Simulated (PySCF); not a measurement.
Level of theory: PBE0-D4/def2-TZVP (PySCF). All species are isolated molecules in the gas phase. Excitations are Tamm–Dancoff values on a coarser integration grid. The basis has no diffuse functions, so Rydberg states are missing or too high.

Reference species (SMILES): `C1BC1` (neutral, multiplicity 1).

The S1 oscillator strength is 0.000. The S1 excitation (TDA) is 4.17 eV.

Changed species: `[H]/B=C/C`.

**Question.** Predict the effect on the S1 oscillator strength and S1 excitation (TDA).

**Answer.** the S1 oscillator strength is nearly the same; the S1 excitation (TDA) falls by 1.20 eV, to 2.97 eV.
